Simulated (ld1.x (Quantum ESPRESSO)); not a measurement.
Values are calculated unless marked as measured or tabulated.
Pseudopotentials across the periodic table

Generated with ld1.x 7.5 (TM, RRKJ, ultrasoft, PAW), atompaw 4.2 or ONCVPSP 4.0.1. The cutoff is in Ry: for ld1.x and atompaw files where the sum of valence levels is converged to 10 mRy in a Bessel basis, for ONCV files where the hardest occupied wave has 1 mHa per electron of residual kinetic energy. The error is the largest all-electron minus pseudo excitation energy over each file’s own four to seven test configurations (ionisations up to +4, promotions, holes and added fractions of an electron), all of which were solved. The labels leave out finer settings (local radius, basis sizes, second energies), which also bear on the numbers. Spin-polarised tests are not counted. The rows are a selection from randomly drawn settings: files with unsolved tests, undetermined cutoffs or missed reference levels are left out.

A true bound ghost makes a file unfit for plane-wave use even where its test errors are small: the radial tests pick states by their node count and pass the ghost by.

| element | potential | cutoff (Ry) | largest error (meV) | bound ghosts |
| --- | --- | --- | --- | --- |
| Ga | TM, PBE, scalar-relativistic, rc 1.40/1.65/1.80 (spd), local smoothed, core correction no, reference 4s2 4p1 | 35 | +99 | d |
| Cd | TM, PBE, scalar-relativistic, rc 1.70/2.40/1.00 (spd), local smoothed, core correction no, reference 4d10 5s1.5 5p0.5 | 110 | -285 | none |
| Pt | TM, LDA (PZ), scalar-relativistic, rc 1.75/0.95/1.70 (spd), local smoothed, core correction yes, reference 5p6 5d7 6s0 6p0 | 200 | -96 | s, p |
| Pt | TM, PBE, fully relativistic, rc 2.25/2.75/2.05 (spd), local s, core correction no, reference 5d8.5 6s0 6p0 | 40 | -547 | none |
| Tl | TM, PBE, non-relativistic, rc 1.95/2.35 (sp), local smoothed, core correction no, reference 6s2 6p1 | 18 | +148 | none |

(1) Fill in the row for Ta: PAW, BLYP, scalar-relativistic, rc 2.95/4.75/2.50 (spd), local smoothed, core correction yes, reference 5d3 6s2 6p0.

Answers

(1) cutoff 15 Ry, largest error -240 meV, bound ghosts: none.
